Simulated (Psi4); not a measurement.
CH3Te (SMILES C[Te]), doublet, at a GFN2-xTB geometry (core potentials on Te); SCAN/def2-SVP (Psi4 1.11).

Psi4 was given this input:
```
memory 2 GB

molecule {
0 2
C    -1.82151326   -0.03155700   -0.00175844
Te    0.33619276    0.00582441    0.00032455
H    -2.17033767   -0.80747138   -0.66869850
H    -2.18194684   -0.23023642    0.99781385
H    -2.20065958    0.92418062   -0.33544138
}

set {
  basis def2-svp
  reference uks
}

energy('scan')
print_variables()
```

**Question.** Write the output that Psi4 gives for this input, abridged.

**Answer.** 
```
   => Loading Basis Set <=

    Name: DEF2-SVP
    Role: ORBITAL
    Keyword: BASIS

    !!!  WARNING: ECP capability is in beta. Please check occupations closely.  !!!

         ---------------------------------------------------------
                                   SCF
               by Justin Turney, Rob Parrish, Andy Simmonett
                          and Daniel G. A. Smith
                              UKS Reference
         ---------------------------------------------------------

  ==> Geometry <==

    Molecular point group: c1
    Full point group: C1

    Geometry (in Angstrom), charge = 0, multiplicity = 2:

       Center              X                  Y                   Z               Mass
    ------------   -----------------  -----------------  -----------------  -----------------
         C           -1.926468638948    -0.033375313106    -0.001859759836    12.000000000000
         TE           0.231237381052     0.004006096894     0.000223230164   129.906222748000
         H           -2.275293048948    -0.809289693106    -0.668799819836     1.007825032230
         H           -2.286902218948    -0.232054733106     0.997712530164     1.007825032230
         H           -2.305614958948     0.922362306894    -0.335542699836     1.007825032230

  Running in c1 symmetry.

  Rotational constants: A =      5.37734  B =      0.24462  C =      0.24462 [cm^-1]
  Rotational constants: A = 161208.56677  B =   7333.41024  C =   7333.41024 [MHz]
  Nuclear repulsion =   59.036312267796340

  Charge       = 0
  Multiplicity = 2
  Electrons    = 33
  Nalpha       = 17
  Nbeta        = 16

  ==> Algorithm <==

  SCF Algorithm Type is DF.
  DIIS enabled.
  MOM disabled.
  Fractional occupation disabled.
  Guess Type is SAD.
  Energy threshold   = 1.00e-06
  Density threshold  = 1.00e-06
  Integral threshold = 1.00e-12

  ==> Primary Basis <==

  Basis Set: DEF2-SVP
    Blend: DEF2-SVP
    Number of shells: 25
    Number of basis functions: 55
    Number of Cartesian functions: 58
    Spherical Harmonics?: true
    Max angular momentum: 2

  Core potential: DEF2-SVP
    Number of shells: 4
    Number of ECP primitives: 18
    Number of ECP core electrons: 28
    Max angular momentum: 3

  ==> DFT Potential <==

   => LibXC <=

    Version 7.1.2
    S. Lehtola, C. Steigemann, M. J. T. Oliveira, and M. A. L. Marques,  SoftwareX 7, 1–5 (2018) (10.1016/j.softx.2017.11.002)

   => Composite Functional: SCAN <=

[...]
      Ntotal   =   32.9999986550 ; deviation = -1.345e-06

   @Spin Contamination Metric:   3.243139482E-03
   @S^2 Expected:                7.500000000E-01
   @S^2 Observed:                7.532431395E-01
   @S   Expected:                5.000000000E-01
   @S   Observed:                5.000000000E-01

    Orbital Energies [Eh]
    ---------------------

    Alpha Occupied:

[...]
    Alpha Virtual:

[...]
    Beta Occupied:

[...]
      16A     -0.182019

    Beta Virtual:

[...]
    Final Occupation by Irrep:
              A
    DOCC [    16 ]
    SOCC [     1 ]
    NA   [    17 ]
    NB   [    16 ]

  @DF-UKS Final Energy:  -307.94059641516367

   => Energetics <=

    Nuclear Repulsion Energy =             59.0363122677963403
    One-Electron Energy =                -637.6256118288054040
    Two-Electron Energy =                 298.0230288666482465
    DFT Exchange-Correlation Energy =     -27.3743257208028616
    Empirical Dispersion Energy =           0.0000000000000000
    VV10 Nonlocal Energy =                  0.0000000000000000
    Total Energy =                       -307.9405964151636681

  UHF NO Occupations:
  HONO-2 :   15  A 1.9998543
  HONO-1 :   16  A 1.9985959
  HONO-0 :   17  A 1.0000000
  LUNO+0 :   18  A 0.0014041
  LUNO+1 :   19  A 0.0001457
  LUNO+2 :   20  A 0.0000254
  LUNO+3 :   21  A 0.0000186

Computation Completed

Properties will be evaluated at   0.000000,   0.000000,   0.000000 [a0]

Properties computed using the SCF density matrix

 Multipole Moments:

 ------------------------------------------------------------------------------------
     Multipole            Electronic (a.u.)      Nuclear  (a.u.)        Total (a.u.)
 ------------------------------------------------------------------------------------

 L = 1.  Multiply by 2.5417464519 to convert [e a0] to [Debye]
 Dipole X            :         23.8633496          -24.3338614           -0.4705118
 Dipole Y            :          0.4109686           -0.4215746           -0.0106060
 Dipole Z            :          0.0271758           -0.0234912            0.0036846
 Magnitude           :                                                    0.4706458

 ------------------------------------------------------------------------------------

  Variable Map:
  ----------------------------------------------------------------------------
[...]
  Array Variable Map:
  ----------------------------------------------------------------------------
[...]
[...]
```
